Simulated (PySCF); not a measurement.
Species: C6H7F3N2S.
Z-matrix (Å and degrees, GFN2-xTB geometry), rows numbered from 1:
```
C 
C   1  1.5307
C   2  1.5306  1  111.18
C   2  1.4881  1  109.68  3  -121.49
S   4  1.7154  2  123.76  1    61.18
N   5  1.6563  4   91.89  2  -179.99
N   6  1.2507  5  113.57  4    -0.05
C   7  1.3442  6  114.49  5     0.05
C   8  1.4938  4  125.23  2    -0.01
F   9  1.3490  8  111.73  4   -58.90
F   9  1.3489  8  111.72  4    59.03
F   9  1.3280  8  113.32  4  -179.98
H   1  1.0884  2  110.42  3    58.57
H   1  1.0865  2  109.80  3   -61.39
H   1  1.0878  2  110.47  3   179.05
H   2  1.0944  1  108.91  3   119.97
H   3  1.0864  2  109.83  1    61.19
H   3  1.0877  2  110.53  1  -179.21
H   3  1.0882  2  110.41  1   -58.74
```

Computed at PBE0/pcSseg-1 (PySCF, non-relativistic), with Q(33S) = −0.0678 b, Q(14N) = 0.02044 b: S5, 33S (I = 3/2): χzz = -30.91 MHz, η = 0.338; N6, 14N (I = 1): χzz = -4.938 MHz, η = 0.441; N7, 14N (I = 1): χzz = -5.606 MHz, η = 0.113.

Question: Find the zero-field quadrupole resonance frequencies of 33S at S5.

Answer: From ν = (|χ|/2)√(1 + η²/3): ν = 15.75 MHz (ring sulfur).

Question: Where would the pure quadrupole (NQR) lines of 14N at N6 fall for the rigid, isolated species?

Answer: From ν± = (3/4)|χ|(1 ± η/3) and ν0 = |χ|η/2: ν+ 4.248 MHz, ν− 3.159 MHz, ν0 1.089 MHz (pyridine-type nitrogen).

Question: Find the zero-field quadrupole resonance frequencies of 14N at N7.

Answer: From ν± = (3/4)|χ|(1 ± η/3) and ν0 = |χ|η/2: ν+ 4.364 MHz, ν− 4.046 MHz, ν0 0.318 MHz (pyridine-type nitrogen).

In a crystal, neighbours and librations shift these lines. GFN2-xTB bond lengths can be off by several hundredths of an ångström, more for odd bonds, and the gradients follow them. The small basis limits the accuracy of the gradients.

One conformer stands for the species.
